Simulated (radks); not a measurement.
The numbers below are computed, except where a source is named.
Q: The table gives one normalised radial function P(r) = r R(r) of As2+ in [Ar] 3d10 4s2 4p1 (r in bohr). Code: a radial shooting solver on a logarithmic mesh with Libxc functionals. Model: non-relativistic Kohn-Sham, PBE, spin-unpolarised, spherical densities, point nucleus; hard spherical wall at 1.5 bohr.

r,P
0.002107,0.0000
0.002615,0.0000
0.003271,0.0000
0.00406,0.0000
0.00508,0.0001
0.006304,0.0001
0.007824,0.0003
0.009789,0.0005
0.01215,0.0010
0.01508,0.0018
0.01886,0.0033
0.02341,0.0061
0.02906,0.0109
0.03635,0.0198
0.04512,0.0346
0.05644,0.0605
0.07005,0.1011
0.08694,0.1642
0.1088,0.2615
0.135,0.3924
0.1675,0.5596
0.2096,0.7569
0.2601,0.9360
0.3229,1.0466
0.4039,1.0079
0.5013,0.7442
0.6272,0.1990
0.7784,-0.5172
0.9661,-1.1489
1.209,-1.1276
1.5,0.0000

Which n and l does it have? It may be an empty orbital.

A: n = 4, l = 2: the number of nodes gives n - l - 1 = 1, the rise at small r (about r^(l+1)) gives l, and the extent must fit the shell. The curve is that of 4d. 4d (empty): eigenvalue 182.18 eV, 1 radial node at r = 0.668 bohr, <r> = 0.843 bohr, 90 % of the charge inside 1.25 bohr.
